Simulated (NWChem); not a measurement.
A series in which one site is exchanged, each optimised at PBE0/def2-SVP with NWChem, gas phase unless a solvent is named. All stand in one matching conformer (torsions within 35°), which need not be the lowest. This build's default masses of Se (78.918 u) and Br (79.917 u) are each other's, which moves their modes by up to 0.6 %.

A: [OH][Ca][SH] (CaH2SO; site = Ca)
B: [OH][Be][SH] (BeH₂SO; site = Be)
C: [OH][Mg][SH] (MgH2SO; site = Mg)
D: O[Se]S (H₂SeSO; site = Se)

Values for A:

dipole (D), PBE0/def2-SVP: 3.95
orbital gap (eV), PBE0/def2-SVP: 4.43
highest harmonic frequency (cm⁻¹), PBE0/def2-SVP: 3996
static polarisability, B3LYP/def2-SVPD (bohr³): 60.1
lowest singlet excitation, B3LYP/def2-SVPD, TDA (eV): 3.16

### Question
How do these values change for the other members?

### Answer
| change from A | B | C | D |
|---|---|---|---|
| dipole (D), PBE0/def2-SVP | -1.76 | -2.20 | -3.47 |
| orbital gap (eV), PBE0/def2-SVP | +2.85 | +1.38 | +1.57 |
| highest harmonic frequency (cm⁻¹), PBE0/def2-SVP | +78 | +107 | -154 |
| static polarisability, B3LYP/def2-SVPD (bohr³) | -18.7 | -9.3 | -3.0 |
| lowest singlet excitation, B3LYP/def2-SVPD, TDA (eV) | +2.43 | +1.16 | +0.95 |
